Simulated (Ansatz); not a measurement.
Ta4Si3. Total charge 0; singlet. Geometry PBE-D4/def2-SVP.

```xyz
7

Ta   -0.928   -0.678   -1.466
Ta   -1.753    0.045    0.870
Ta    1.648   -0.347    0.019
Ta   -0.144   -1.960    0.617
Si    0.457    0.277    2.106
Si   -0.267    1.724   -0.139
Si    0.988    0.938   -2.006
```

In the def2 sets Ta takes a core potential; there is no spin–orbit coupling. LC-ωPBE has ω = 0.4 bohr⁻¹. HSE06 is defined as in plane-wave codes, on full-range PBE exchange. At PBE0-D4/def2-TZVP a triplet of charge 0 lies 0.12 eV below the restricted singlet, each at its own geometry. The structure comes from a short search, and lower isomers may exist.

Problem. Estimate the orbital energies around the gap (eV) in Ansatz with PBE-D4/def2-TZVPD, PBE0-D4/def2-SVP, PBE0-D4/def2-TZVP, HSE06-D4/def2-TZVP, LC-ωPBE/def2-TZVP.

Solution. 
| orbital | PBE-D4/def2-TZVPD | PBE0-D4/def2-SVP | PBE0-D4/def2-TZVP | HSE06-D4/def2-TZVP | LC-ωPBE/def2-TZVP |
| --- | --- | --- | --- | --- | --- |
| HOMO−5 | -5.05 | -5.88 | -5.74 | -5.37 | -7.73 |
| HOMO−4 | -4.78 | -5.59 | -5.45 | -5.09 | -7.37 |
| HOMO−3 | -4.39 | -5.21 | -5.07 | -4.70 | -7.00 |
| HOMO−2 | -4.31 | -5.05 | -4.92 | -4.56 | -6.76 |
| HOMO−1 | -4.09 | -4.76 | -4.65 | -4.29 | -6.55 |
| HOMO | -3.81 | -4.65 | -4.52 | -4.15 | -6.34 |
| LUMO | -3.06 | -2.47 | -2.43 | -2.77 | -0.86 |
| LUMO+1 | -2.90 | -2.23 | -2.17 | -2.52 | -0.37 |
| LUMO+2 | -2.77 | -2.15 | -2.09 | -2.44 | -0.32 |
| LUMO+3 | -2.59 | -1.85 | -1.82 | -2.17 | -0.02 |
| LUMO+4 | -2.52 | -1.79 | -1.72 | -2.09 | 0.12 |
| LUMO+5 | -2.39 | -1.67 | -1.62 | -1.98 | 0.34 |
